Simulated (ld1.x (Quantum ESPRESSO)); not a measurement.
## PBEsol PAW dataset for Cu (Z = 29), scalar-relativistic all-electron reference.

copper, PAW, made with ld1.x (Quantum ESPRESSO) 7.5 (PBEsol, scalar-relativistic). Core [Ne] 3s2, reference 3p6 3d10 4s1 4p0. Waves: 4s (bound): rcut 1.75, rcutus 2.10 bohr; 4s channel at 0.05 Ry: rcut 1.75, rcutus 2.10 bohr; 3p (bound): rcut 1.15, rcutus 1.45 bohr; 4p (bound, empty): rcut 1.15, rcutus 1.45 bohr; 3d (bound): rcut 0.80, rcutus 1.10 bohr; 3d channel at 0.55 Ry: rcut 0.80, rcutus 1.10 bohr. Local part: all-electron potential smoothed inside 1.70 bohr (lloc = -1). Core correction: Bessel-smoothed model core inside 0.75 bohr. Augmentation charge: BESSEL, radius 0.90 bohr.

What the tests gave:

- Cutoffs needed: 120 Ry and 200 Ry (the cutoffs (Ry, on a coarse ladder) from which the occupation-weighted sum of valence levels, in a spherical-Bessel basis at the reference potential, stays within 10 and 1 mRy of its value at 400 Ry)
- Ghost test: no extra level below or beside the all-electron valence levels (s, p, d, f tested) (spherical-Bessel basis up to 400 Ry, 20 bohr box)
- Configuration tests: test run stopped at test 2 of 7 (negative rho)
- Lowest eigenvalue of the overlap operator: 0.09 (p channel)

Generation and tests took about 3.1 s on one core of a shared server CPU.
